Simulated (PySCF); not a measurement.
Isomers of C8H8FN.

All values: PBE0/pcSseg-1 (PySCF) at GFN2-xTB geometries, gas phase, one conformer each.

(1) Rank by the lowest IAO charge on any atom, highest value first.
A. `[N:1]#[C:2][CH2:3][C:4]1=[CH:5][CH2:6][CH:7]=[CH:8][C@@H:9]1[F:10]` with C2–C3–C4–C5 -105°
B. `[CH:1]#[C:2][C@@H:3]([CH3:4])[C@@H:5]([F:6])/[CH:7]=[CH:8]/[C:9]#[N:10]` with C2–C3–C5–F6 169°, C3–C5–C7–C8 -121°
C. `[CH2:1]=[N:2][c:3]1[cH:4][cH:5][cH:6][c:7]([CH2:8][F:9])[cH:10]1` with C1–N2–C3–C4 -48°, C6–C7–C8–F9 13°

(2) Rank by the lowest Hirshfeld charge on any atom, highest value first.
A. `[N:1]#[C:2][CH2:3][C:4]1=[CH:5][CH2:6][CH:7]=[CH:8][C@@H:9]1[F:10]` with C2–C3–C4–C5 -105°
B. `[CH:1]#[C:2][C@@H:3]([CH3:4])[C@@H:5]([F:6])/[CH:7]=[CH:8]/[C:9]#[N:10]` with C2–C3–C5–F6 169°, C3–C5–C7–C8 -121°
C. `[CH2:1]=[N:2][c:3]1[cH:4][cH:5][cH:6][c:7]([CH2:8][F:9])[cH:10]1` with C1–N2–C3–C4 -48°, C6–C7–C8–F9 13°

(3) Rank by the highest Hirshfeld charge on any atom, highest value first.
A. `[CH:1]#[C:2][C@@H:3]([CH3:4])[C@@H:5]([F:6])/[CH:7]=[CH:8]/[C:9]#[N:10]` with C2–C3–C5–F6 169°, C3–C5–C7–C8 -121°
B. `[CH2:1]=[N:2][c:3]1[cH:4][cH:5][cH:6][c:7]([CH2:8][F:9])[cH:10]1` with C1–N2–C3–C4 -48°, C6–C7–C8–F9 13°
C. `[CH2:1]=[N:2][c:3]1[cH:4][cH:5][c:6]([CH3:7])[cH:8][c:9]1[F:10]` with C1–N2–C3–C4 136°

Answers

(1) C (-0.323 e), A (-0.341 e), B (-0.415 e).

(2) C (-0.132 e), B (-0.219 e), A (-0.232 e).

(3) A (+0.096 e), C (+0.077 e), B (+0.057 e).

All values together:

| SMILES | μ (D) | HOMO (eV) | LUMO (eV) | lowest IAO charge (e) | highest IAO charge (e) | lowest Hirshfeld charge (e) | highest Hirshfeld charge (e) |
| --- | --- | --- | --- | --- | --- | --- | --- |
| C#C[C@@H](C)[C@@H](F)/C=C/C#N | 4.23 | -8.15 | -1.64 | -0.415 (C) | +0.206 (H) | -0.219 (N) | +0.096 (H) |
| C=Nc1ccc(C)cc1F | 1.57 | -6.45 | -1.11 | -0.425 (C) | +0.263 (C) | -0.139 (N) | +0.077 (C) |
| C=C[C@@H]1CC(F)=C[C@@H]1C#N | 3.71 | -7.72 | -0.18 | -0.308 (C) | +0.304 (C) | -0.227 (N) | +0.097 (C) |
| C=Nc1cccc(CF)c1 | 1.97 | -6.70 | -1.20 | -0.323 (F) | +0.164 (H) | -0.132 (N) | +0.057 (H) |
| N#CCC1=CCC=C[C@@H]1F | 4.39 | -7.85 | -0.46 | -0.341 (F) | +0.195 (H) | -0.232 (N) | +0.084 (C) |

Conformers: `[CH:1]#[C:2][C@@H:3]([CH3:4])[C@@H:5]([F:6])/[CH:7]=[CH:8]/[C:9]#[N:10]` with C2–C3–C5–F6 169°, C3–C5–C7–C8 -121°; `[CH2:1]=[N:2][c:3]1[cH:4][cH:5][c:6]([CH3:7])[cH:8][c:9]1[F:10]` with C1–N2–C3–C4 136°; `[CH2:1]=[CH:2][C@@H:3]1[CH2:4][C:5]([F:6])=[CH:7][C@@H:8]1[C:9]#[N:10]` with C1–C2–C3–C4 -126°, C2–C3–C4–C5 -144°, C3–C4–C5–F6 -168°, C5–C7–C8–C9 105°, C2–C3–C8–C7 145°; `[CH2:1]=[N:2][c:3]1[cH:4][cH:5][cH:6][c:7]([CH2:8][F:9])[cH:10]1` with C1–N2–C3–C4 -48°, C6–C7–C8–F9 13°; `[N:1]#[C:2][CH2:3][C:4]1=[CH:5][CH2:6][CH:7]=[CH:8][C@@H:9]1[F:10]` with C2–C3–C4–C5 -105°.
